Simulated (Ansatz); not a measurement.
```yaml
crystal:
  periodic: [false, false, false]
  atoms:
    - {symbol: N, position_ang: [-1.375548, 0.830443, 0.425414]}
    - {symbol: Zr, position_ang: [0.471866, 0.123031, 0.421289]}
    - {symbol: N, position_ang: [0.580801, -1.054482, -1.178863]}
    - {symbol: Cl, position_ang: [0.845215, -1.048091, 2.470899]}
    - {symbol: Cl, position_ang: [1.957729, 1.932453, 0.183606]}
    - {symbol: H, position_ang: [-1.769576, 1.462402, 1.102185]}
    - {symbol: H, position_ang: [-2.155740, 0.589765, -0.229269]}
    - {symbol: H, position_ang: [0.452735, -2.112790, -1.133387]}
    - {symbol: H, position_ang: [0.912664, -0.778780, -2.084688]}
basis:
  gaussian: {orbitals: def2-SVPD, fitting: {mean_field: cc-pVTZ-jkfit}}
hamiltonian: {xc: {name: BHLYP}, dispersion: d4}
accuracy: high
```

```sh
$ ansatz run in.yaml --threads 4 --pin off --events-out ev --progress --plain --max-ram 10444MiB
```

(1) How does Ansatz answer? (Estimate.)

Results:

(1) The calculation gave: The input was rejected before any iteration.
```
Functional definition: BHLYP
Error: <dir> the basis set cc-pVTZ-JKFIT has no functions for Zr
```
